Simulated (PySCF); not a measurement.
# Electron correlation in Pb (lead, neutral)

[Xe] 4f14 5d10 6s2 6p1 6d1, one real determinant (an excited configuration). All numbers are calculated (PySCF 2.14, a scalar-relativistic core potential, in aug-cc-pVQZ-PP with ECP60MDF). Frozen: 5s2 5p6 5d10; 4 electrons correlated.

```csv
level,correlation energy (mhartree)
CCSD,-47.22
(T),-1.65
CCSD(T),-48.87
```

Diagnostics: T1 = 0.030, D1 = 0.0818, largest double amplitude 0.108.

Task: Is a single reference adequate?

Result: Mostly. T1 lies below 0.03, but a double amplitude of this size points to a near-degeneracy that CCSD handles and MP2 describes poorly.

The reference is one real determinant that mixes LS terms of this configuration.
